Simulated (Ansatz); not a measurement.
`N[SiH2]OBF`, relaxed with RKS PBE0-D4/def2-TZVP in Ansatz 0.2.0 from a PBE-D4/def2-SVP geometry. The force threshold is 0.005 eV/Å; the program also tests the step.

Charge 0, multiplicity 1.

Start:

```xyz
10

N     0.299    1.777   -1.000
Si   -0.449    0.689    0.107
O    -0.028   -0.946   -0.178
B     0.198   -2.040    0.578
F     0.057   -1.994    1.914
H     1.288    2.013   -0.894
H     0.035    1.766   -1.988
H    -1.930    0.761   -0.094
H    -0.005    1.066    1.487
H     0.535   -3.092    0.069
```

| step | energy (eV) | largest force (eV/Å) | largest move (Å) |
| --- | --- | --- | --- |
| 1 | -14886.6632 | 0.719 | 0.000 |
| 2 | -14886.7133 | 0.466 | 0.031 |
| 3 | -14886.7261 | 0.120 | 0.019 |
| 4 | -14886.7261 | 0.175 | 0.012 |
| 5 (rejected) | -14886.7225 | 0.312 | 0.034 |
| 6 | -14886.7280 | 0.067 | 0.017 |
| 7 | -14886.7280 | 0.060 | 0.025 |
| 8 | -14886.7287 | 0.015 | 0.048 |
| 9 | -14886.7289 | 0.009 | 0.031 |
| 10 (rejected) | -14886.7284 | 0.161 | 0.132 |
| 11 (rejected) | -14886.7284 | 0.128 | 0.021 |
| 13 (rejected) | -14886.7289 | 0.112 | 0.098 |
| 15 | -14886.7292 | 0.059 | 0.048 |
| 17 | -14886.7297 | 0.007 | 0.031 |
| 19 | -14886.7301 | 0.033 | 0.016 |
| 21 | -14886.7304 | 0.054 | 0.017 |
| 23 | -14886.7306 | 0.047 | 0.030 |
| 25 | -14886.7310 | 0.015 | 0.019 |
| 27 | -14886.7311 | 0.023 | 0.019 |
| 29 (rejected) | -14886.7307 | 0.116 | 0.078 |
| 31 | -14886.7313 | 0.031 | 0.022 |
| 33 | -14886.7314 | 0.018 | 0.022 |
| 35 | -14886.7314 | 0.014 | 0.019 |
| 37 | -14886.7314 | 0.008 | 0.018 |
| 38 | -14886.7314 | 0.005 | 0.001 |

End:

```xyz
10

N     0.248    1.756   -1.041
Si   -0.289    0.675    0.152
O     0.286   -0.874   -0.079
B     0.155   -2.037    0.570
F    -0.585   -2.109    1.678
H     1.189    2.114   -1.041
H    -0.148    1.756   -1.967
H    -1.766    0.610    0.085
H     0.220    1.142    1.461
H     0.689   -3.033    0.183
```

Run time 2.7 min (4 threads of an Arm Neoverse N1 on a shared host); peak host memory 0.46 GiB.
